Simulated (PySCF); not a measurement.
Spectrum to structure. Theory: PySCF, TDDFT wB97X-D/def2-SVPD, vertical, gas phase, core orbitals frozen in the response. Geometries: GFN2-xTB, one conformer each.

```tsv
state	λ (nm)	f
S1	243.9	0.164
S2	236.0	0.222
S3	193.5	0.287
S4	185.0	0.469
S5	178.2	0.014
S6	170.5	0.0001
S7	166.9	0.015
S8	166.0	0.0008
```

Triplets computed (Tamm–Dancoff): 3.36, 4.58, 4.65 eV.

Question: Which structure fits? All have the formula C8H8.
A. `C1=C(CCC=C1)C#C`
B. `C=C1C=CC=CC=C1`
C. `C=CC1=CC=CC=C1`
D. `C1=CC2C3C=CC1C23`

Answer: C. Its S1 lies at 5.08 eV; the nearest of the others has S1 at 5.75 eV. S1 is HOMO→LUMO (46%), HOMO→LUMO+1 (28%), HOMO-1→LUMO (20%). Löwdin shares by element: HOMO carbon 65% or more (atoms not listed hold the other 35%); LUMO carbon 59% or more (atoms not listed hold the other 41%). At the same level the other candidates give, for their lowest levels:
- `C1=CC2C3C=CC1C23`: 216 nm (f 0.033); 211 nm (f 0.030); 190 nm (f 0.075); 187 nm (f 0.147); 181 nm (f 0.030); T1 3.99 eV; HOMO -8.24, LUMO 1.83 eV
- `C#CC1=CC=CCC1`: 289 nm (f 0.308); 233 nm (f 0.001); 203 nm (f 0.000); 200 nm (f 0.008); 197 nm (f 0.033); T1 2.52 eV; HOMO -7.83, LUMO 0.28 eV
- `C=C1C=CC=CC=C1`: 438 nm (f 0.014); 269 nm (f 0.345); 215 nm (f 0.000); 200 nm (f 0.632); 197 nm (f 0.003); T1 1.90 eV; HOMO -7.22, LUMO -0.14 eV

Conformer computed: `[CH2:1]=[CH:2][c:3]1[cH:4][cH:5][cH:6][cH:7][cH:8]1`: C1–C2–C3–C4 0°.
